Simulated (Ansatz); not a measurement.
Isomers of BH5OSi, B3LYP-D3(BJ)/def2-TZVP minima from an xTB search, which can miss the lowest.
Isomer 1, SMILES BO[SiH3] (charge 0, multiplicity 1):
```xyz
8

B      1.494     0.345     0.353
O      0.173     0.312     0.622
Si    -1.159    -0.232    -0.209
H      2.225     0.812     1.175
H      1.905    -0.088    -0.687
H     -1.813    -1.270     0.613
H     -2.072     0.913    -0.401
H     -0.752    -0.791    -1.517
```
Isomer 2, SMILES OB[SiH3] (charge 0, multiplicity 1):
```
atom    x (Å)    y (Å)    z (Å)
----  -------  -------  -------
O      1.7804  -0.3482  -0.2605
B      0.7395   0.4096   0.1589
Si    -1.1509  -0.2825  -0.0763
H      2.6462   0.0507  -0.1131
H      0.9598   1.4779   0.6627
H     -1.8228  -0.3624   1.2483
H     -1.9346   0.6741  -0.9030
H     -1.2176  -1.6192  -0.7170
```

Correlated levels freeze the cores. MP2 and its Hartree–Fock in cc-pV(Q+d)Z are density fitted.

Codes used: Ansatz (a first-principles code). Values without a source in brackets are computed.

The energy of isomer 2 above isomer 1 is E(isomer 2) − E(isomer 1). Total energies (hartree):

```
level                    isomer 2      isomer 1
-------------------  ------------  ------------
HF/cc-pV(T+d)Z       -391.4719776  -391.5212058
MP2/cc-pV(T+d)Z      -391.9445038  -391.9872244
HF/cc-pV(Q+d)Z       -391.4831724  -391.5332350
MP2/cc-pV(Q+d)Z      -391.9903928  -392.0338909
CCSD(T)/cc-pV(T+d)Z  -391.9996174  -392.0387659
```

Q: Work out the energy of isomer 2 above isomer 1 at the basis-set limit: extrapolate the MP2 correlation part as X⁻³, take Hartree–Fock from the larger set, and add the CCSD(T) − MP2 difference of cc-pV(T+d)Z.

A: 
1. Differences (1 hartree = 627.509 kcal/mol): HF/cc-pV(T+d)Z 30.891; MP2/cc-pV(T+d)Z 26.808; HF/cc-pV(Q+d)Z 31.415; MP2/cc-pV(Q+d)Z 27.295; CCSD(T)/cc-pV(T+d)Z 24.566.
2. Correlation parts, MP2 less HF: -4.084 in cc-pV(T+d)Z (X = 3), -4.119 in cc-pV(Q+d)Z (X = 4).
3. Limit (4³·(-4.119) − 3³·(-4.084))/(4³ − 3³) = -4.145; with HF/cc-pV(Q+d)Z it gives 27.269.
4. CCSD(T) less MP2 in cc-pV(T+d)Z: -2.242.
Result: 25.03 kcal/mol, against 26.81 at MP2/cc-pV(T+d)Z. It is an estimate of this method's limit, not of the exact value.
